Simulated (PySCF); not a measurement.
A GIAO shielding run with PySCF 2.14 (density fitting, non-relativistic, gas phase) on `C#CBP[SiH3]`, C₂H₆BPSi:

```
$ OMP_NUM_THREADS=1 python probes_run.py task.json out

{"job": {"kind": "nmr", "xc": "HF", "basis": "pcSseg-2", "pop": false}, "charge": 0, "multiplicity": 1}
C      3.307774    -0.397064    -0.006626
C      2.186710    -0.011116    -0.295850
B      0.782628     0.432671    -0.631755
P     -0.432527     0.965037     0.692641
Si    -2.309538    -0.115225     0.087074
H      4.298164    -0.735873     0.238318
H      0.436959     0.557671    -1.783274
H     -0.015281     0.246774     1.846611
H     -2.137721    -1.591531    -0.063110
H     -3.356264     0.145765     1.118838
H     -2.722359     0.477075    -1.218579
```

Hardware: 1 thread of an Intel Xeon Platinum 8259CL, shared host.

**Question.** How large is the calculation?

**Answer.** 52 electrons, 278 basis functions and 807 auxiliary functions.

**Question.** How long does it take, and how much memory does it need?

**Answer.** 25 s of wall time, with 12 SCF cycles and 9 response iterations; peak memory 1.1 GiB. Times on a shared host scatter by some tens of per cent.

**Question.** And these other runs on the same molecule and hardware: GIAO shielding at B3LYP/pcSseg-2; GIAO shielding at B97-D/pcSseg-2; GIAO shielding at BLYP/pcSseg-2; GIAO shielding at BP86/pcSseg-2; GIAO shielding at KT2/pcSseg-2; GIAO shielding at KT3/pcSseg-2?

**Answer.** B3LYP/pcSseg-2: 278 functions, 54 s; B97-D/pcSseg-2: 278 functions, 71 s; BLYP/pcSseg-2: 278 functions, 68 s; BP86/pcSseg-2: 278 functions, 72 s; KT2/pcSseg-2: 278 functions, 81 s; KT3/pcSseg-2: 278 functions, 75 s.
